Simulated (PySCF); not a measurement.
**Assigning NMR signals**

Structure with atom numbers: `[CH2:1]=[N:2][Si@@H:3]([NH:4][CH3:5])[N:6]([CH3:7])[CH3:8]`. Hydrogens are named by the atom that carries them. Ha(C1) is cis to Si3; Hb(C1) is trans to Si3.

PySCF calculation with shielding tensors at PBE0/pcSseg-1 (GIAO) and structure optimised with PBE0-D3(BJ)/def2-SVP; no solvent model, a single conformation, non-relativistic Hamiltonian, rapidly exchanging positions averaged.

δ = σ(ref) − σ, references computed at the same level: TMS for 13C and 1H.

Q: Assign these signals to the numbered atoms. 13C{1H} NMR (computed): δ 173.3 (CH2), 37.1 (CH3), 28.2 (CH3).

A: 
| δ (ppm) | atoms | environment | reason |
| --- | --- | --- | --- |
| 173.3 | C1 | C=N carbon | – |
| 37.1 | C7/C8 | methyl carbon bonded to N | pulled downfield by the heteroatom |
| 28.2 | C5 | methyl carbon bonded to N | – |

Q: Assign these signals to the numbered atoms. 1H NMR (500 MHz, computed): δ 8.55 (m, 1H), 8.52 (m, 1H), 4.48 (s, 1H), 2.54 (s, 3H), 2.50 (s, 6H), 0.38 (br s, 1H).

A: 
```tsv
δ (ppm)	atoms	environment	reason
8.55	Ha(C1)	hydrogen on a C=N carbon	–
8.52	Hb(C1)	hydrogen on a C=N carbon	–
4.48	H(Si3)	hydrogen on a silicon bonded to 3 N	–
2.54	H(C5)	hydrogen on a methyl carbon bonded to N	its carbon carries N, an electronegative neighbour
2.50	H(C7)/H(C8)	hydrogen on a methyl carbon bonded to N	–
0.38	H(N4)	hydrogen on a nitrogen bonded to C, Si	labile proton, position sensitive to the medium
```

Ha(C1) and Hb(C1); H(C5) and H(C7)/H(C8) lie closer than the usual error of such a calculation, so a measured spectrum could show them in the other order.

OH/NH shifts are gas-phase values; hydrogen bonding in solution moves them, usually downfield. Shifts are as computed. Against solution values, carbons near 30 ppm lie about +2 ppm off and those near 130 ppm about +5 ppm. Of 1211 compounds with measured shifts, 218 miss one by over three times the rms of a fit or turn the order of signals round; such compounds aren't used in these exercises. Multiplicities follow the n + 1 count of equivalent neighbours, as no J values were calculated; m marks all less simple cases, F and P coupling included.
